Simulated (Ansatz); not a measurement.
Molecular dynamics of AlCl$_{3}$

input.yaml

```yaml
crystal:
  periodic: [false, false, false]
  atoms:
    - { symbol: Al, position_ang: [0.03067, -0.001562, -0.043556] }
    - { symbol: Cl, position_ang: [-0.03057, -0.000928, 1.966459] }
    - { symbol: Cl, position_ang: [1.790431, 0.000788, -0.9857] }
    - { symbol: Cl, position_ang: [-1.783204, 0.001329, -0.947607] }
basis:
  gaussian: { orbitals: STO-3G }
hamiltonian:
  xc: pbe0
md:
  timestep: 2.0
  n_steps: 166
  ensemble: nvt_nose_hoover
  temperature: 300.0
  initial_velocities: maxwell_boltzmann
  seed: 165317
```

Command:

```bash
$ ansatz run input.yaml --threads 1 --pin off --max-ram 2048MiB --backend cpu --events-out ev --progress --plain --runs-dir out
```

It goes on from the last frame of an earlier run, with new velocities.

Output, in part (one step line in 6, the closing report, with atoms numbered from 0):

```
md step     0: t =     0.00 fs  T =   300.0 K  F+E_penalty+E_count = -43669.05806791 eV  E_kin = 0.077556 eV  conserved = -43668.98051191 eV  (17 SCF iters)
md step     6: t =    12.00 fs  T =   531.6 K  F+E_penalty+E_count = -43669.11908399 eV  E_kin = 0.137426 eV  conserved = -43668.98099872 eV  (18 SCF iters)
md step    12: t =    24.00 fs  T =   249.2 K  F+E_penalty+E_count = -43669.04813764 eV  E_kin = 0.064433 eV  conserved = -43668.98066042 eV  (18 SCF iters)
md step    18: t =    36.00 fs  T =    41.5 K  F+E_penalty+E_count = -43668.99470372 eV  E_kin = 0.010721 eV  conserved = -43668.98035027 eV  (19 SCF iters)
md step    24: t =    48.00 fs  T =   403.9 K  F+E_penalty+E_count = -43669.08881824 eV  E_kin = 0.104407 eV  conserved = -43668.98086597 eV  (18 SCF iters)
md step    30: t =    60.00 fs  T =   486.7 K  F+E_penalty+E_count = -43669.11124154 eV  E_kin = 0.125820 eV  conserved = -43668.98089865 eV  (18 SCF iters)
md step    36: t =    72.00 fs  T =   264.4 K  F+E_penalty+E_count = -43669.05542666 eV  E_kin = 0.068349 eV  conserved = -43668.98043708 eV  (18 SCF iters)
md step    42: t =    84.00 fs  T =   532.1 K  F+E_penalty+E_count = -43669.12771333 eV  E_kin = 0.137565 eV  conserved = -43668.98086992 eV  (18 SCF iters)
md step    48: t =    96.00 fs  T =   544.7 K  F+E_penalty+E_count = -43669.13919092 eV  E_kin = 0.140811 eV  conserved = -43668.98097493 eV  (18 SCF iters)
md step    54: t =   108.00 fs  T =   148.7 K  F+E_penalty+E_count = -43669.04313698 eV  E_kin = 0.038449 eV  conserved = -43668.98047694 eV  (19 SCF iters)
md step    60: t =   120.00 fs  T =   206.6 K  F+E_penalty+E_count = -43669.06129444 eV  E_kin = 0.053408 eV  conserved = -43668.98068146 eV  (19 SCF iters)
md step    66: t =   132.00 fs  T =   378.8 K  F+E_penalty+E_count = -43669.11348781 eV  E_kin = 0.097919 eV  conserved = -43668.98101488 eV  (18 SCF iters)
md step    72: t =   144.00 fs  T =   157.5 K  F+E_penalty+E_count = -43669.06444620 eV  E_kin = 0.040730 eV  conserved = -43668.98075343 eV  (18 SCF iters)
md step    78: t =   156.00 fs  T =   151.7 K  F+E_penalty+E_count = -43669.06590790 eV  E_kin = 0.039227 eV  conserved = -43668.98065898 eV  (18 SCF iters)
md step    84: t =   168.00 fs  T =   413.0 K  F+E_penalty+E_count = -43669.14437252 eV  E_kin = 0.106766 eV  conserved = -43668.98113042 eV  (18 SCF iters)
md step    90: t =   180.00 fs  T =   254.9 K  F+E_penalty+E_count = -43669.11771210 eV  E_kin = 0.065902 eV  conserved = -43668.98087394 eV  (18 SCF iters)
md step    96: t =   192.00 fs  T =   147.5 K  F+E_penalty+E_count = -43669.09797711 eV  E_kin = 0.038125 eV  conserved = -43668.98075711 eV  (18 SCF iters)
md step   102: t =   204.00 fs  T =   288.1 K  F+E_penalty+E_count = -43669.14455779 eV  E_kin = 0.074488 eV  conserved = -43668.98101211 eV  (18 SCF iters)
md step   108: t =   216.00 fs  T =   242.1 K  F+E_penalty+E_count = -43669.14754410 eV  E_kin = 0.062579 eV  conserved = -43668.98112552 eV  (18 SCF iters)
md step   114: t =   228.00 fs  T =    44.2 K  F+E_penalty+E_count = -43669.10223775 eV  E_kin = 0.011427 eV  conserved = -43668.98082472 eV  (17 SCF iters)
md step   120: t =   240.00 fs  T =   132.4 K  F+E_penalty+E_count = -43669.12840163 eV  E_kin = 0.034217 eV  conserved = -43668.98103898 eV  (18 SCF iters)
md step   126: t =   252.00 fs  T =   167.6 K  F+E_penalty+E_count = -43669.14370783 eV  E_kin = 0.043334 eV  conserved = -43668.98113532 eV  (18 SCF iters)
md step   132: t =   264.00 fs  T =    50.1 K  F+E_penalty+E_count = -43669.11651283 eV  E_kin = 0.012960 eV  conserved = -43668.98092644 eV  (18 SCF iters)
md step   138: t =   276.00 fs  T =   114.7 K  F+E_penalty+E_count = -43669.13468541 eV  E_kin = 0.029650 eV  conserved = -43668.98101155 eV  (18 SCF iters)
md step   144: t =   288.00 fs  T =   218.8 K  F+E_penalty+E_count = -43669.16478706 eV  E_kin = 0.056558 eV  conserved = -43668.98115865 eV  (18 SCF iters)
md step   150: t =   300.00 fs  T =   131.1 K  F+E_penalty+E_count = -43669.14454515 eV  E_kin = 0.033903 eV  conserved = -43668.98104149 eV  (19 SCF iters)
md step   156: t =   312.00 fs  T =    91.5 K  F+E_penalty+E_count = -43669.13504240 eV  E_kin = 0.023646 eV  conserved = -43668.98096509 eV  (17 SCF iters)
md step   162: t =   324.00 fs  T =   178.2 K  F+E_penalty+E_count = -43669.15815044 eV  E_kin = 0.046075 eV  conserved = -43668.98118414 eV  (18 SCF iters)
md step   166: t =   332.00 fs  T =   127.8 K  F+E_penalty+E_count = -43669.14508036 eV  E_kin = 0.033033 eV  conserved = -43668.98109155 eV  (18 SCF iters)
Total energy: -43669.14509357 eV, -1604.8114821791 hartree
Atom 0 at    -0.028758     0.018328     0.036075 Å, force     0.281943    -0.083168    -0.423846 eV/Å
Atom 1 at     0.028715    -0.007139     2.100651 Å, force    -0.120814     0.026231    -0.233152 eV/Å
Atom 2 at     1.757539    -0.001694    -1.030712 Å, force    -0.355718     0.029231     0.301876 eV/Å
Atom 3 at    -1.764365    -0.005116    -1.097396 Å, force     0.194588     0.027706     0.355122 eV/Å
Dipole moment:    -0.058482     0.030125     0.073852 e Å
```

The run went to its last step. The conserved energy stayed within 0.17 meV per atom of its start (net change -0.14 meV per atom), so the integration is sound. The mean temperature of the second half is 43 % below the set value. A run of 0.33 ps of so small a system gives no equilibrium averages. Limits of this set-up: minimal basis.

The same pairs are bonded in the first frame and the last. Pairs count as bonded within 1.25 times the sum of covalent radii (0.12 Å more for H–H).

Last frame:

```xyz
4
Properties=species:S:1:pos:R:3
Al -0.029 0.018 0.036
Cl 0.029 -0.007 2.101
Cl 1.758 -0.002 -1.031
Cl -1.764 -0.005 -1.097
```

Time of the run: 95 s on 1 thread of Intel(R) Xeon(R) 6975P-C (Granite Rapids), with other jobs on the host, peak memory 0.11 GiB.
